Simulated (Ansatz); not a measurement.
Species: C10H8BF, SMILES `Bc1cc2cccc-2ccc1F` (charge 0, multiplicity 1).

Q: Give a relaxed geometry from B3LYP-D3(BJ)/def2-SVP in Ansatz (a quantum-chemistry and plane-wave program).

A: This is not unique; one that fits is the end point of this relaxation, one of several conformers (outside a Z-matrix the atoms follow the SMILES, hydrogens last).
Bond lengths (Å): B1–C2 1.541, B1–H13 1.207, B1–H14 1.201, C2–C3 1.418, C2–C11 1.419, C3–C4 1.388, C3–H15 1.095, C4–C5 1.415, C4–C8 1.487, C5–C6 1.405, C5–H16 1.090, C6–C7 1.408, C6–H17 1.091, C7–C8 1.410, C7–H18 1.090, C8–C9 1.390, C9–C10 1.398, C9–H19 1.095, C10–C11 1.395, C10–H20 1.092, C11–F12 1.341. Angles (°): C2–B1–H13 118.0, C2–B1–H14 122.8, H13–B1–H14 119.2, B1–C2–C3 116.8, B1–C2–C11 119.9, C3–C2–C11 123.3, C2–C3–C4 131.7, C2–C3–H15 113.9, C4–C3–H15 114.4, C3–C4–C5 125.5, C3–C4–C8 128.1, C5–C4–C8 106.4, C4–C5–C6 108.7, C4–C5–H16 124.9, C6–C5–H16 126.4, C5–C6–C7 109.4, C5–C6–H17 125.3, C7–C6–H17 125.3, C6–C7–C8 108.6, C6–C7–H18 126.4, C8–C7–H18 125.1, C4–C8–C7 106.9, C4–C8–C9 126.7, C7–C8–C9 126.4, C8–C9–C10 128.9, C8–C9–H19 115.7, C10–C9–H19 115.4, C9–C10–C11 128.8, C9–C10–H20 117.3, C11–C10–H20 113.9, C2–C11–C10 132.5, C2–C11–F12 115.2, C10–C11–F12 112.2.
